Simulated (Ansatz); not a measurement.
`[NH]=[W](=[NH])([F])[Cl]`, relaxed with RKS PBE-D4/def2-SVP in the Gaussian-basis code of Ansatz from a rough embedded geometry. The force threshold is 0.03 eV/Å; the program also tests the step.

Charge 0, multiplicity 1. W: def2 effective core potential.

Start:

```xyz
7

N    -0.407    1.378   -1.022
W     0.200   -0.755   -0.361
N    -0.167   -0.857    1.727
F    -1.091   -1.508   -0.480
Cl    1.914    0.168   -1.348
H    -0.933    1.605   -0.234
H     0.485   -0.030    1.717
```

Task: How much energy does the relaxation release, and in how many steps? (Best estimate.)

Result: Ansatz gave: 1037.52 kJ/mol, in 11 steps, 1 of them rejected.

Task: Which bonds change most? (Best estimate.)

Result: Computed: N1–W2 from 2.314 to 1.757 Å; W2–F4 from 1.499 to 1.889 Å; W2–N3 from 2.122 to 1.757 Å; W2–Cl5 from 2.182 to 2.305 Å.

Task: Give the relaxed structure. (Best estimate.)

Result: Computed: 
```xyz
7

N    -0.740    1.139   -0.674
W     0.073   -0.386   -0.356
N     0.396   -0.526    1.366
F    -1.106   -1.781   -0.837
Cl    2.117   -0.290   -1.417
H    -1.138    2.048   -0.421
H     0.398   -0.203    2.338
```
